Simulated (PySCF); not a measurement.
Ionisation energy of Cl(2+) by level of theory

Cl(2+) [Ne] 3s2 3p3 (4S) → Cl(3+) [Ne] 3s2 3p2 (3P), as a difference of total energies. Computed with PySCF 2.14 in aug-cc-pCVTZ-DK (8s7p5d3f, 75 functions), with scalar relativity by spin-free X2C-1e. Correlated levels: valence and next inner shell: 1s2 frozen. The calculations carry no spin-orbit coupling.

```json
{"method": "UHF", "ionisation energy (eV)": "38.957"}
{"method": "MP2 (valence and next inner shell)", "ionisation energy (eV)": "39.660"}
{"method": "SCS-MP2 (valence and next inner shell)", "ionisation energy (eV)": "39.456"}
{"method": "CCSD (valence and next inner shell)", "ionisation energy (eV)": "39.577"}
{"method": "CCSD(T) (valence and next inner shell)", "ionisation energy (eV)": "39.609"}
```

How much does correlation contribute at CCSD(T) (valence and next inner shell)?

39.609 − (38.957) = 0.652 eV, measured against UHF.

A first-order spin-orbit estimate (lowest level to lowest level, LS coupling) adds -0.101 eV.

Errors of the correlated levels include the incompleteness of this basis and the frozen core.

For comparison: 39.8 ± 0.11 eV (semi-empirical (NIST evaluation); NIST Atomic Spectra Database, ionization energies).
